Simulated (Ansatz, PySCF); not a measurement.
C₂H₇BOS, SMILES COB(C)S. Atoms are numbered in the order given.

```xyz
12

B      0.3063    -0.1818     0.4116
C      1.2603    -0.2302     1.6632
H      1.8083    -1.1834     1.7123
H      0.6912    -0.1079     2.6006
H      1.9955     0.5922     1.6337
O      0.2578    -1.2472    -0.4231
C     -0.5597    -1.3159    -1.5748
H     -0.3073    -0.5162    -2.2921
H     -0.3947    -2.2904    -2.0560
H     -1.6276    -1.2234    -1.3126
S     -0.7537     1.2773     0.0358
H     -0.3628     2.0166     1.0965
```
Charge 0, spin multiplicity 1.

Geometry optimised at B3LYP-D3(BJ)/def2-SVP. This is a generated structure with no PubChem entry under its InChIKey; it may be hypothetical. One conformer was computed; it need not be the lowest.

Two levels are set side by side: PBE-D3(BJ)/def2-SVP (Ansatz, a first-principles code) and B3LYP-D3(BJ)/def2-SVP (Ansatz). Each level has its own optimised geometry; the coordinates shown are those of the second. Frequencies come from the Hessian of PySCF at each geometry. Differences are taken from unrounded values.

```tsv
quantity	B3LYP-D3(BJ)
mean bond length (Å)	1.286
bond B1–C2 (Å)	1.574
bond B1–O6 (Å)	1.354
bond B1–S11 (Å)	1.842
bond O6–C7 (Å)	1.414
bond C2–H3 (Å)	1.101
bond C2–H4 (Å)	1.103
bond C2–H5 (Å)	1.103
bond C7–H8 (Å)	1.104
bond C7–H9 (Å)	1.099
bond C7–H10 (Å)	1.104
bond S11–H12 (Å)	1.351
highest harmonic wavenumber (cm⁻¹)	3131
mean harmonic wavenumber (cm⁻¹)	1364
zero-point energy (kcal/mol)	58.48
```

Task: What does PBE-D3(BJ) give, and how far is it from B3LYP-D3(BJ)? (Estimate from the structure and the level; the computed values follow.)

Result: 
```json
[
 {"quantity": "mean bond length (Å)", "PBE-D3(BJ)": "1.293", "PBE-D3(BJ) minus B3LYP-D3(BJ)": "0.007"},
 {"quantity": "bond B1–C2 (Å)", "PBE-D3(BJ)": "1.578", "PBE-D3(BJ) minus B3LYP-D3(BJ)": "0.003"},
 {"quantity": "bond B1–O6 (Å)", "PBE-D3(BJ)": "1.365", "PBE-D3(BJ) minus B3LYP-D3(BJ)": "0.011"},
 {"quantity": "bond B1–S11 (Å)", "PBE-D3(BJ)": "1.843", "PBE-D3(BJ) minus B3LYP-D3(BJ)": "0.001"},
 {"quantity": "bond O6–C7 (Å)", "PBE-D3(BJ)": "1.419", "PBE-D3(BJ) minus B3LYP-D3(BJ)": "0.005"},
 {"quantity": "bond C2–H3 (Å)", "PBE-D3(BJ)": "1.108", "PBE-D3(BJ) minus B3LYP-D3(BJ)": "0.007"},
 {"quantity": "bond C2–H4 (Å)", "PBE-D3(BJ)": "1.110", "PBE-D3(BJ) minus B3LYP-D3(BJ)": "0.007"},
 {"quantity": "bond C2–H5 (Å)", "PBE-D3(BJ)": "1.110", "PBE-D3(BJ) minus B3LYP-D3(BJ)": "0.007"},
 {"quantity": "bond C7–H8 (Å)", "PBE-D3(BJ)": "1.112", "PBE-D3(BJ) minus B3LYP-D3(BJ)": "0.009"},
 {"quantity": "bond C7–H9 (Å)", "PBE-D3(BJ)": "1.107", "PBE-D3(BJ) minus B3LYP-D3(BJ)": "0.008"},
 {"quantity": "bond C7–H10 (Å)", "PBE-D3(BJ)": "1.112", "PBE-D3(BJ) minus B3LYP-D3(BJ)": "0.009"},
 {"quantity": "bond S11–H12 (Å)", "PBE-D3(BJ)": "1.360", "PBE-D3(BJ) minus B3LYP-D3(BJ)": "0.009"},
 {"quantity": "highest harmonic wavenumber (cm⁻¹)", "PBE-D3(BJ)": "3080", "PBE-D3(BJ) minus B3LYP-D3(BJ)": "-51"},
 {"quantity": "mean harmonic wavenumber (cm⁻¹)", "PBE-D3(BJ)": "1328", "PBE-D3(BJ) minus B3LYP-D3(BJ)": "-36"},
 {"quantity": "zero-point energy (kcal/mol)", "PBE-D3(BJ)": "56.94", "PBE-D3(BJ) minus B3LYP-D3(BJ)": "-1.54"}
]
```

GGA bonds tend to be longer and softer than those of functionals with exact exchange. Differences between two approximate levels are no errors against the true value.
